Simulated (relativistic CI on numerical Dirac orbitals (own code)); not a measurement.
**A ladder of approximations for the levels of In**

Calculated with a relativistic CI code on KLI orbitals (one set per configuration, finite nucleus), adding one ingredient at a time: step 1, Dirac-Coulomb, each configuration alone; step 2, with Breit and QED terms; step 3, with configuration mixing; step 4, with scaled Slater integrals (0.85); step 5, with a P86 correlation estimate; step 6, tied to the ionisation limit. P86 is a density functional for the correlation energy, evaluated here for each configuration and added to its levels. Step 6 is semi-empirical: configurations made of the next ion and one excited electron move by -3996 cm⁻¹, so that their limit matches the tabulated ionisation energy, and those with a non-penetrating f or g electron also take the P86 value of the least penetrating other one.

Configurations in the expansion (outside the closed core [Kr] 4d10): 5s²5p, 5s²6s, 5s²6p, 5s²5d, 5s5p², 5s²7s, 5s²6d, 5s²7p, 5s²4f, 5s²7d, 5s²5f, 5s²6f, 5s²7f, 5p³, 5s5p5d.

Computed minus measured energy above the ground level, in cm⁻¹, for 7 of the 12 excited levels that pair in every step (one J of a term; a digit in brackets numbers repeated terms):

```
Configuration  Term    J  Measured  Step 1  Step 2  Step 3  Step 4  Step 5  Step 6
        5s²5p   2P°  3/2      2213     -34     -70    -369    -296    -290    -290
        5s²6s    2S  1/2     24373   -2179   -2200    1499     530    3485    -502
        5s²6p   2P°  1/2     31817   -3043   -3073     576    -379    3242    -747
        5s²5d    2D  3/2     32892   -2529   -2565     156    -554    2877    -868
        5s5p²    4P  1/2     34978  -10976  -11088   -7308   -5846   -4834   -4834
        5s²7s    2S  1/2     36302   -3419   -3448     292    -687    3748    -240
        5s²6d    2D  3/2     39049   -3254   -3289    -179   -1037    3359    -330
```

Mean absolute errors in cm⁻¹, over all paired levels and for the configurations:

```
Configuration, levels  Step 1  Step 2  Step 3  Step 4  Step 5  Step 6
              all, 12    4692    4749    2170    1941    3439    1645
             5s²5p, 1      34      70     369     296     290     290
             5s²6s, 1    2179    2200    1499     530    3485     502
             5s²6p, 2    3055    3087     576     382    3239     751
             5s²5d, 2    2533    2570     162     526    2884     940
             5s5p², 3   10980   11110    7342    5955    4923    4881
             5s²7s, 1    3419    3448     292     687    3748     240
             5s²6d, 2    3275    3311     187    1047    3367     340
```

Measured levels: NIST Handbook of Basic Atomic Spectroscopic Data (Sansonetti and Martin, J. Phys. Chem. Ref. Data 34, 1559 (2005)).

The mean absolute error is lowest at step 6 (1645 cm⁻¹), and the largest single drop is from step 2 to 3 (4749 to 2170). The Breit and QED terms change the top of the ground term (measured 2213) from 2179 to 2142. Mixing lowers the ground level by 3780, with 5p³ as its largest admixture; relative to it the configurations that move most are 5s5p² by +3769, 5s²7s by +3741, 5s²6s by +3699. Configurations whose own partners of that kind are not in the list rise by much of that lowering, so a short list can trade one imbalance for another. The P86 estimate moves 5s²7s by +4435, 5s²6d by +4414, 5s²6p by +3622, and takes the mean absolute error of the excited configurations from 2090 to 3726; it overshoots. Step 6 takes that error from 3726 to 1768; the error more than halves for 5s²6s, 5s²6p, 5s²5d, 5s²7s, 5s²6d.
